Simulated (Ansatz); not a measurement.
Molecule: GaH, charge 1, multiplicity 2. 
Structure (B3LYP-D3(BJ)/def2-TZVP (Ansatz, an electronic-structure program) minimum search):
```
Ga
H 1 1.6902
```
Charge +1, spin multiplicity 2.

Basis-set convergence of Hartree-Fock and CCSD correlation energies (hartree) with Ansatz. Valence correlation only, unless marked. UHF or UKS for open shells. No spin-orbit coupling. The frozen core is the preceding noble-gas configuration, with the filled d and f shells of earlier blocks. Non-relativistic.

```tsv
basis	functions	E(HF)	E(corr, CCSD)
def2-SVPD	46	-1923.27891	-0.04193
def2-TZVPPD	71	-1923.52872	-0.04530
def2-QZVPPD	128	-1923.56827	-0.04649
```

Extrapolating the two largest sets (X = 3 and 4) as X^-3: E(corr) = (64·(-0.04649) - 27·(-0.04530))/37 = -0.0474 Eh, an estimate of the basis-set limit. The largest set recovers 98.2 % of it, the smallest 88.5 %.
